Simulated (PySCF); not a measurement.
Level of theory: B3LYP-D3(BJ)/def2-TZVP // PBE0-D4/def2-SVP in PySCF 2.14.0. Gas-phase values, no solvent. One relaxed conformer stands for a flexible species; it need not be the lowest. B3LYP has the VWN-RPA correlation part, as in Gaussian. Excitations are Tamm–Dancoff values on a coarser integration grid. The basis has no diffuse functions, so Rydberg states are missing or too high.

Reference species (SMILES): `c12scc(c1ccc(c2)B)B` (neutral, multiplicity 1).

```yaml
brightest of the four lowest singlets (TDA): 4.58 eV
S1 oscillator strength: 0.064
```

Changed species: `Bc1cc2c(B)cccc2s1`.

Task: Give the shifts of the brightest of the four lowest singlets (TDA) and S1 oscillator strength.

Result: the brightest of the four lowest singlets (TDA) falls by 0.29 eV, to 4.29 eV; the S1 oscillator strength goes up by 0.055, to 0.119.
